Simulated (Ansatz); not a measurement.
Compare A (`BC(=C)Br`) with its isomer B (`BrB1CC1`).

Gas-phase electronic energies from Ansatz, PBE0-D4/def2-TZVP geometries. CBS: MP2 limit from def2 TZ/QZ plus the TZ coupled-cluster correction, frozen cores. DFT in def2-TZVPP. B3LYP here is the variant with VWN-RPA as its local correlation; programs differ in this. For Br outer-core shells are correlated without core-valence functions, which leaves a few kJ/mol of doubt a bond. Scalar relativity is left out up to krypton.

A:

```xyz
8

B    -0.027    1.189    0.550
C    -0.110    0.005   -0.425
C     0.165   -1.246   -0.048
Br   -0.625    0.326   -2.231
H    -0.276    2.305    0.215
H     0.302    0.945    1.673
H     0.458   -1.426    0.981
H     0.113   -2.099   -0.716
```

B:

```xyz
8

Br    2.4502    0.3757    1.2639
B     0.8010    0.1227    0.4131
C    -0.0716   -0.7056   -0.5047
C    -0.6108    0.6009    0.1527
H     0.0915   -0.6888   -1.5786
H    -0.4942   -1.6448   -0.1589
H    -0.7903    1.4479   -0.5037
H    -1.3759    0.4919    0.9162
```

**Question.** Which is lower in electronic energy at CCSD(T)/CBS, and by how much? (Best estimate.)

**Answer.** Computed: B, by 18.4 kcal/mol.

**Question.** Give E(B) − E(A) in kcal/mol with BLYP-D4, HF/def2-TZVPP, PBE0-D4, PBE-D4, MP2/def2-TZVPP, CCSD(T)/def2-SVP, B3LYP-D4. (Estimate.)

**Answer.** Ansatz gave: BLYP-D4 -14.3, HF/def2-TZVPP -14.3, PBE0-D4 -23.5, PBE-D4 -21.8, MP2/def2-TZVPP -20.3, CCSD(T)/def2-SVP -20.5, B3LYP-D4 -16.7. None reverses the order clearly.

**Question.** Does the order hold for the free energy at 298.15 K (harmonic terms from PBE0-D4)? (Best estimate.)

**Answer.** Computed: Yes: G(B) − G(A) = -15.8 kcal/mol.

Largest T1 diagnostic: 0.010.

From r2SCAN to r2SCAN0 (25 % exact exchange), in def2-TZVPP and without D4, E(B) − E(A) moves by −1.4 kcal/mol. Leaving LDA and LC-ωPBE aside and taking each functional with its dispersion term where it has one, the values, not all of them listed here, spread over 9.4 kcal/mol, from r2SCAN0-D4 to BLYP-D4. LDA lies −5.1 kcal/mol from PBE without D4.
